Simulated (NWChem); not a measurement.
The numbers come from NWChem runs, not from measurements. System: silanone (H₂OSi), charge 0, spin multiplicity 1, at a geometry optimised with PBE/def2-SVP. Level: G0W0@PBE0/def2-TZVP, RI basis def2-tzvp-rifit.

NWChem printed:

```
             Northwest Computational Chemistry Package (NWChem) 7.3.0
             --------------------------------------------------------

                                NWChem Input Module
                                -------------------

 Scaling coordinates for geometry "geometry" by  1.889725989
 (inverse scale =  0.529177249)

 Turning off AUTOSYM since
 SYMMETRY directive was detected!

                             Geometry "geometry" -> ""
                             -------------------------

 Output coordinates in angstroms (scale by  1.889725989 to convert to a.u.)

  No.       Tag          Charge          X              Y              Z
 ---- ---------------- ---------- -------------- -------------- --------------
    1 Si                  14.0000     0.00000000     0.00000000    -0.44716600
    2 O                    8.0000     0.00000000     0.00000000     1.10523900
    3 H                    1.0000    -1.24802900     0.00000000    -1.29079000
    4 H                    1.0000     1.24802900     0.00000000    -1.29079000

 Effective nuclear repulsion energy (a.u.)      51.3600516648

            Nuclear Dipole moment (a.u.)
            ----------------------------
        X                 Y               Z
 ---------------- ---------------- ----------------
     0.0000000000     0.0000000000     0.0000151178

      Symmetry information
      --------------------

 Group name             C2v
 Group number             16
 Group order               4
 No. of unique centers     3

      Symmetry unique atoms

     1    2    3


 Summary of "ao basis" -> "" (spherical)
 ------------------------------------------------------------------------------
       Tag                 Description            Shells   Functions and Types
 ---------------- ------------------------------  ------  ---------------------
 *                         def2-tzvp                  on all atoms

 new library libraries.bse/

 Summary of "ri basis" -> "" (spherical)
 ------------------------------------------------------------------------------
       Tag                 Description            Shells   Functions and Types
 ---------------- ------------------------------  ------  ---------------------
 *                      def2-tzvp-rifit               on all atoms

                                 NWChem DFT Module
                                 -----------------

 Summary of "ao basis" -> "ao basis" (spherical)
 ------------------------------------------------------------------------------
       Tag                 Description            Shells   Functions and Types
 ---------------- ------------------------------  ------  ---------------------
 Si                        def2-tzvp                13       37   5s5p2d1f
 O                         def2-tzvp                11       31   5s3p2d1f
 H                         def2-tzvp                 4        6   3s1p

 Summary of "ao basis" -> "ao basis" (spherical)
 ------------------------------------------------------------------------------
       Tag                 Description            Shells   Functions and Types
 ---------------- ------------------------------  ------  ---------------------
 Si                        def2-tzvp                13       37   5s5p2d1f
 O                         def2-tzvp                11       31   5s3p2d1f
 H                         def2-tzvp                 4        6   3s1p

      Symmetry analysis of basis
      --------------------------

        a1         35
        a2          7
        b1         21
        b2         17

            General Information
            -------------------
          SCF calculation type: DFT
          Wavefunction type:  closed shell.
          No. of atoms     :     4
          No. of electrons :    24
           Alpha electrons :    12
            Beta electrons :    12
          Charge           :     0
          Spin multiplicity:     1
          Use of symmetry is: on ; symmetry adaption is: on
          Maximum number of iterations: 100
          This is a Direct SCF calculation.
          AO basis - number of functions:    80
                     number of shells:    32
          Convergence on energy requested:  1.00D-06
[...]
    45      0.398467  2 O  pz                48      0.321741  2 O  pz
    17     -0.208763  1 Si pz                51      0.197159  2 O  pz
     4     -0.155031  1 Si s                 42      0.151903  2 O  s
    41      0.144188  2 O  s                 14     -0.128451  1 Si pz
     8      0.114747  1 Si pz                40      0.105662  2 O  s

 Vector   11  Occ=2.000000D+00  E=-3.307953D-01  Symmetry=b2
              MO Center= -3.1D-17, -3.4D-16,  7.8D-01, r^2= 1.2D+00
   Bfn.  Coefficient  Atom+Function         Bfn.  Coefficient  Atom+Function
  ----- ------------  ---------------      ----- ------------  ---------------
    44      0.397284  2 O  py                47      0.337587  2 O  py
    16      0.241801  1 Si py                50      0.215437  2 O  py
    19      0.114892  1 Si py                 7     -0.089904  1 Si py
    13      0.088220  1 Si py                22      0.059941  1 Si d -1
    27      0.047306  1 Si d -1              10     -0.044706  1 Si py

 Vector   12  Occ=2.000000D+00  E=-3.013033D-01  Symmetry=b1
              MO Center= -1.2D-15, -1.3D-16,  6.4D-01, r^2= 1.7D+00
   Bfn.  Coefficient  Atom+Function         Bfn.  Coefficient  Atom+Function
  ----- ------------  ---------------      ----- ------------  ---------------
    43      0.419762  2 O  px                46      0.355884  2 O  px
    49      0.236457  2 O  px                71      0.144324  3 H  s
    77     -0.144324  4 H  s                 24     -0.108902  1 Si d  1
    70      0.108462  3 H  s                 76     -0.108462  4 H  s
    29     -0.090833  1 Si d  1              18      0.074415  1 Si px

 Vector   13  Occ=0.000000D+00  E=-8.543330D-02  Symmetry=b2
              MO Center=  1.2D-15, -2.2D-16, -4.9D-01, r^2= 2.9D+00
   Bfn.  Coefficient  Atom+Function         Bfn.  Coefficient  Atom+Function
  ----- ------------  ---------------      ----- ------------  ---------------
    19      0.515879  1 Si py                16      0.442929  1 Si py
    44     -0.228475  2 O  py                50     -0.223018  2 O  py
    47     -0.178042  2 O  py                27     -0.146912  1 Si d -1
     7     -0.137118  1 Si py                13      0.131454  1 Si py
    22     -0.067979  1 Si d -1              10     -0.065557  1 Si py

 Vector   14  Occ=0.000000D+00  E=-1.087696D-02  Symmetry=a1
              MO Center= -4.6D-15,  1.4D-15, -6.1D-01, r^2= 3.7D+00
   Bfn.  Coefficient  Atom+Function         Bfn.  Coefficient  Atom+Function
  ----- ------------  ---------------      ----- ------------  ---------------
     5      1.449802  1 Si s                 71     -0.597890  3 H  s
    77     -0.597890  4 H  s                 42     -0.546181  2 O  s
     4      0.350711  1 Si s                 20      0.303941  1 Si pz
    51      0.233395  2 O  pz                 3     -0.222032  1 Si s
    45      0.167533  2 O  pz                48      0.139698  2 O  pz

 Vector   15  Occ=0.000000D+00  E= 3.336924D-02  Symmetry=a1
              MO Center= -2.8D-14, -6.1D-16, -8.5D-01, r^2= 4.2D+00
   Bfn.  Coefficient  Atom+Function         Bfn.  Coefficient  Atom+Function
  ----- ------------  ---------------      ----- ------------  ---------------
     5      1.226071  1 Si s                 20     -1.230338  1 Si pz
    71     -1.049061  3 H  s                 77     -1.049061  4 H  s
    28      0.256035  1 Si d  0              42      0.242925  2 O  s
    17     -0.155893  1 Si pz                 4      0.124323  1 Si s
    30     -0.100581  1 Si d  2              14     -0.099702  1 Si pz

 center of mass
 --------------
 x =   0.00000000 y =   0.00000000 z =   0.10544604

 moments of inertia (a.u.)
 ------------------
         101.232514583288           0.000000000000           0.000000000000
           0.000000000000         112.443973980413           0.000000000000
           0.000000000000           0.000000000000          11.211459397125

     Multipole analysis of the density
     ---------------------------------

     L   x y z        total         alpha         beta         nuclear
     -   - - -        -----         -----         ----         -------
     0   0 0 0     -0.000000    -12.000000    -12.000000     24.000000

     1   1 0 0     -0.000000     -0.000000     -0.000000      0.000000
     1   0 1 0     -0.000000     -0.000000     -0.000000      0.000000
     1   0 0 1     -1.490785     -0.745400     -0.745400      0.000015

     2   2 0 0    -14.260356    -12.692383    -12.692383     11.124411
     2   1 1 0     -0.000000     -0.000000     -0.000000      0.000000
     2   1 0 1      0.000000      0.000000      0.000000      0.000000
     2   0 2 0    -12.661529     -6.330765     -6.330765      0.000000
     2   0 1 1     -0.000000     -0.000000     -0.000000      0.000000
     2   0 0 2    -16.362393    -36.578492    -36.578492     56.794591

 Task  times  cpu:        5.2s     wall:        5.2s

                                NWChem Input Module
                                -------------------

                                 NWChem GW Module
                                 ----------------

                             ***********************
                             ***        GW       ***
                             ***********************

 Summary of "ri basis" -> "ri basis" (spherical)
 ------------------------------------------------------------------------------
       Tag                 Description            Shells   Functions and Types
 ---------------- ------------------------------  ------  ---------------------
 Si                     def2-tzvp-rifit             29      113   9s7p6d5f2g
 O                      def2-tzvp-rifit             22       76   8s6p4d3f1g
 H                      def2-tzvp-rifit              7       15   4s2p1d

                 Memory Information
                 ------------------
          Available GA per process is          1700.0 MBs
          Available stack per process is        700.0 MBs
          Available heap per process is           0.0 MBs

          Peak memory in Initialization
              Peak GA per process is                  2.3 MBs
              Peak stack per process is               0.1 MBs
              Peak heap per process is                2.5 MBs
              Memory not in MA per process            0.0 MBs

          Peak memory in AFF Calculation
              Peak GA per process is                  8.3 MBs
              Peak stack per process is               5.1 MBs
              Peak heap per process is                0.0 MBs
              Memory not in MA per process            5.1 MBs

          Computing 2-center integrals
          Computing Inverse Cholesky factor
          Computing 3-center integrals
          Computing V_xc ...

          Computing Sigma_x
          Computing RPA polarizability
          Solving quasiparticle equations

                  Alpha Orbitals
          State     Energy (eV)     Error (eV)
          -----------------------------------
@GW         9        -13.639           0.002
@GW        10        -12.157           0.005
@GW        11        -11.019           0.005
@GW        12        -10.311           0.005
@GW        13         -0.013           0.005
@GW        14          1.922           0.005

   Applying  -2.1122 eV scissor-shift to rest of particle states

   Applying   2.3120 eV scissor-shift to rest of hole states

     GW Timing Statistics
   ------------------------
   Init.   :          0.1s
     ERIs  :          0.4s
     Distr.:          0.0s
     Vxc   :          0.6s
   Sigma_x :          0.0s
   RPA     :          0.2s
   Wmn     :          0.0s
   Sigma_c :          0.0s
   GW total:          1.2s

 Task  times  cpu:        1.2s     wall:        1.2s

 Total times  cpu:        6.5s     wall:        6.5s
```

**Question.** Write an NWChem input that would produce this output.

**Answer.** Several could match; the one computed here: 
```
start mol
memory heap 200 mb stack 700 mb global 1700 mb
geometry units angstroms nocenter noautoz
  Si     0.000000     0.000000    -0.447166
  O      0.000000     0.000000     1.105239
  H     -1.248029     0.000000    -1.290790
  H      1.248029     0.000000    -1.290790
  symmetry group C2v
end
basis spherical
  * library def2-tzvp
end
basis "ri basis" bse spherical
  * library def2-tzvp-rifit
end
dft
  xc pbe0
  iterations 100
  direct
  tolerances tight
end
task dft energy
gw
  states alpha occ 4 vir 2
end
task dft gw
```
